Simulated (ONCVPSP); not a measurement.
# Rh: variants of one ONCV potential

Base potential:

rhodium (Rh), optimised norm-conserving Vanderbilt (ONCV), made with ONCVPSP 4.0.1 (PBEsol, scalar-relativistic). Core [Ar] 3d10, reference 4s2 4p6 4d7 5s2. Waves: 4s+5s: rc 1.60 bohr, ncon 4, nbas 8, qcut 6.4 1/bohr, 2 projectors; 4p: rc 1.10 bohr, ncon 4, nbas 9, qcut 7.6 1/bohr, 2 projectors, debl 1.7 Ha; 4d: rc 2.15 bohr, ncon 4, nbas 9, qcut 7.5 1/bohr, 2 projectors, debl 1.3 Ha. Local part: polynomial inside 0.80 bohr (lpopt 5, dvloc0 4 Ha). Core correction: Teter function, fcfact 3.5, rcfact 1.75.

In the p channel the program set the typed energies aside and used -1.978, 0.250 Ha.

All-electron outer shells of the reference configuration (PBEsol, scalar-relativistic, ld1.x):

| shell | level (eV) | outermost node (bohr) | outermost maximum (bohr) |
| --- | --- | --- | --- |
| 3d | -304.52 | – | 0.29 |
| 4s | -86.03 | 0.47 | 0.88 |
| 4p | -53.82 | 0.47 | 0.94 |
| 4d | -8.68 | 0.46 | 1.14 |
| 5s | -5.36 | 1.18 | 2.54 |

Cutoffs, loose and tight: the cutoffs (Ha) at which the residual kinetic energy of the hardest occupied pseudo-wave falls to 1 and 0.1 mHa per electron. They do not see the model core or the augmentation charge, which bear on the density cutoff. Test errors are all-electron minus pseudo excitation energies from the reference, over the configurations 4s2 4p6 4d8 5s1; 4s2 4p6 4d8 5s0; 4s2 4p6 4d7 5s0; 4s2 4p6 4d7 5s1. A dash means not determined; rows that change the core or the reference have their own tests.

```tsv
change	outcome	cutoff, loose	cutoff, tight	bound ghosts	GHOST(+) flags above zero	largest test error (meV)
base	generated, projector energies reset by the program	82 Ha	215 Ha	none	s	-8.5
d: qcut 4.7	generated, projector energies reset by the program	82 Ha	215 Ha	none	s, d	+83
d: qcut 5.3	generated, projector energies reset by the program	82 Ha	215 Ha	none	s, d	+55
d: qcut 6.7	generated, projector energies reset by the program	82 Ha	215 Ha	none	s	+18
d: qcut 7.4	generated, projector energies reset by the program	82 Ha	215 Ha	none	s	-8.5
d: qcut 8.4	generated, projector energies reset by the program	82 Ha	215 Ha	none	s	-9.3
d: qcut 9	generated, projector energies reset by the program	82 Ha	215 Ha	none	s	-9.7
d: qcut 10.1	generated, projector energies reset by the program	82 Ha	215 Ha	none	s	-9.8
d: qcut 11	failed: ERROR pspot: first pseudo wave function has node, program will stop	–	–	–	–	–
```

Reading the sweep of the qcut of the d channel (base included, trends over the rows without a ghost): The loose cutoff stays near 82 Ha. The median size of the test errors (rows with all tests solved) is not monotonic: lowest 1.6 meV at 8.4 1/bohr, highest 26.6 meV at 4.7 1/bohr. The generation fails at 11 1/bohr.
